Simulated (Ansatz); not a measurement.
Level of theory: frozen-core CCSD(T)/cc-pVDZ // PBE0-D3(BJ)/def2-SVP (Ansatz, an electronic-structure program).

Ansatz 0.2 input:
```yaml
crystal:
  periodic: [false, false, false]
  atoms:
    - { symbol: B, position_ang: [2.484232, -0.413959, 0.603764] }
    - { symbol: C, position_ang: [1.235287, -0.006898, -0.207319] }
    - { symbol: C, position_ang: [0.499241, 1.337076, 0.040322] }
    - { symbol: C, position_ang: [-0.979901, 0.932909, -0.028154] }
    - { symbol: C, position_ang: [-1.317537, 0.101433, 1.220145] }
    - { symbol: C, position_ang: [-0.587168, -1.243812, 0.957661] }
    - { symbol: C, position_ang: [0.086948, -1.014456, -0.403423] }
    - { symbol: C, position_ang: [-0.98724, -0.166236, -1.103228] }
    - { symbol: S, position_ang: [-0.498392, 0.320647, -2.785479] }
    - { symbol: H, position_ang: [3.214049, 0.428424, 1.079347] }
    - { symbol: H, position_ang: [2.815364, -1.578028, 0.679909] }
    - { symbol: H, position_ang: [1.787131, 0.076104, -1.182127] }
    - { symbol: H, position_ang: [0.74027, 2.071619, -0.741261] }
    - { symbol: H, position_ang: [0.745777, 1.790562, 1.0121] }
    - { symbol: H, position_ang: [-1.667544, 1.773121, -0.204924] }
    - { symbol: H, position_ang: [-0.980746, 0.600766, 2.141038] }
    - { symbol: H, position_ang: [-2.404392, -0.04624, 1.312723] }
    - { symbol: H, position_ang: [0.149242, -1.497107, 1.735492] }
    - { symbol: H, position_ang: [-1.299574, -2.081309, 0.905237] }
    - { symbol: H, position_ang: [0.385215, -1.938988, -0.917455] }
    - { symbol: H, position_ang: [-1.95402, -0.691369, -1.153395] }
    - { symbol: H, position_ang: [-1.466242, 1.245741, -2.960976] }
basis:
  gaussian: { orbitals: cc-pVDZ }
correlation:
  method: ccsd_t
```

Output:

```
Functional definition: HF
1806 factors; integrals over basis functions are off by at most 1.2e-3 eV
mean field evaluation 1: about -18902.4776 eV, gradient 3.8e1 eV
mean field evaluation 2: about -18902.8795 eV, gradient 3.8e1 eV
mean field evaluation 4: about -18907.6865 eV, gradient 7.1e0 eV
mean field evaluation 8: about -18907.8279 eV, gradient 7.9e-2 eV
mean field evaluation 16: about -18907.4314 eV, gradient 9.1e-1 eV
mean field -18907.82798960 eV, -694.8498624319 hartree, gradient 6.5e-6 eV, S^2 0.000000; 0 other end points of the search recorded, 0 dependent functions left out
13 core orbitals not correlated
reference -18907.82798960 eV, -694.8498624319 hartree; 25, 25 occupied and 157, 157 virtual orbitals, 1806 factors
second order -32.67430630 eV of doubles, -0.00000000 eV of singles
cycle   1  -34.15792358 eV  change    -1.5e0 eV  update   1.3e-1
cycle   2  -35.10423486 eV  change   -9.5e-1 eV  update   3.5e-2
cycle   3  -35.25153479 eV  change   -1.5e-1 eV  update   1.4e-2
cycle   4  -35.25009929 eV  change    1.4e-3 eV  update   3.4e-3
cycle   5  -35.25225717 eV  change   -2.2e-3 eV  update   1.5e-3
cycle   6  -35.25232234 eV  change   -6.5e-5 eV  update   5.2e-4
cycle   7  -35.25200165 eV  change    3.2e-4 eV  update   2.6e-4
cycle   8  -35.25196019 eV  change    4.1e-5 eV  update   9.3e-5
cycle   9  -35.25196788 eV  change   -7.7e-6 eV  update   3.5e-5
perturbative correction -1.24037292 eV, -0.0455828641 hartree
Total energy: -18944.32033041 eV, -696.1909312210 hartree
```

Cost: very roughly 10 core-minutes.
